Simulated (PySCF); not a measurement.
Computed IR spectrum (relative IR intensity) of a molecule C₂H₉ClSi₃. Geometry: r2SCAN-D4/def2-SVP. The values are those of a single conformer. These are r2SCAN-D4/def2-SVP (PySCF 2.14.0) values and carry that method's errors. Frequencies are harmonic and unscaled.

Lines under 2 % of the strongest are left out, and lines within 2 cm⁻¹ are merged.

| ν (cm⁻¹) | relative intensity |
|---|---|
| 388 | 5.6 |
| 422 | 6.6 |
| 557 | 41 |
| 597 | 2.7 |
| 608 | 6.4 |
| 617 | 7.3 |
| 641 | 5.5 |
| 670 | 11 |
| 708 | 11 |
| 740 | 16 |
| 757 | 99 |
| 781 | 28 |
| 841 | 100 |
| 879 | 78 |
| 926 | 46 |
| 948 | 8.7 |
| 989 | 23 |
| 1253 | 12 |
| 1360 | 6.4 |
| 1425 | 5.9 |
| 2191 | 100 |
| 2198 | 85 |
| 2203 | 23 |
| 2212 | 86 |

Task: Which structure fits?
(A) C[Si@@H]1C[SiH2][Si@@H]1Cl
(B) [SiH3][Si]1(Cl)C[SiH2]C1
(C) Cl[Si@@H]1CC[SiH2][SiH2]1
(D) Cl[SiH]1[SiH2]CC[SiH2]1

Result: A, C[Si@@H]1C[SiH2][Si@@H]1Cl
